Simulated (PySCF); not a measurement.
Gas-phase reaction: SnH3Cl + 2 HCl → SnCl3 + 5 H, at 600 K and a standard pressure of 1 bar. Level: ωB97X-V/def2-TZVP†.

Method: PySCF energies plus ideal-gas RRHO corrections (1 bar). † marks an energy on the PBE0/def2-TZVP geometry and frequencies. Open shells (unrestricted): SnCl3 (multiplicity 2), H (multiplicity 2); the rest are closed-shell singlets. Sn: scalar-relativistic def2 core potential, no spin-orbit coupling. SnH3Cl, SnCl3: computed as isolated molecules; such fragments, hydroxides, amides, oligomers or adducts are transient or little studied in the gas. The harmonic model lacks anharmonicity and excited electronic states, which grow with temperature; levels with a mode under 35 cm⁻¹ are left out. Soft modes under 120 cm⁻¹ make the harmonic entropy rough for SnCl3.

```csv
species,E (Ha),H(600 K) − E (kJ/mol),S°(600 K) (J/mol/K)
SnH3Cl,-676.25100,90.8,325.7
HCl,-460.74773,35.4,207.2
SnCl3,-1594.83483,50.9,407.1
H,-0.50052,12.5,129.3
```
E: electronic energy; H − E holds the zero-point and thermal terms. 1 Ha = 2625.5 kJ/mol.

Work out ΔH°, ΔS°, ΔG° and log10 K from these numbers.

1. ΔE = 1×(-1594.83483) + 5×(-0.50052) − 1×(-676.25100) − 2×(-460.74773) = 0.40903 Ha = 1073.9 kJ.
2. Δ(H − E) = 1×(50.9) + 5×(12.5) − 1×(90.8) − 2×(35.4) = -48.2 kJ, so ΔH° = 1025.7 kJ.
3. ΔS° = 1×(407.1) + 5×(129.3) − 1×(325.7) − 2×(207.2) = 313.5 J/K; the number of gas molecules changes by +3.
4. ΔG° = ΔH° − TΔS° = 1025.7 − 600×(313.5)/1000 = 837.6 kJ.
5. log10 K = −ΔG°/(RT ln 10) = -72.90, with RT ln 10 = 11.49 kJ/mol; at standard pressures the reactants are favoured.
6. A shift of 10 kJ in ΔE would move log10 K by 0.87 here.
For scale, ΔH°(298 K) is 1009 kJ at this level, 1008 kJ at ωB97M-V/def2-TZVP†, and runs from 750 to 1098 kJ over the 17 levels computed.
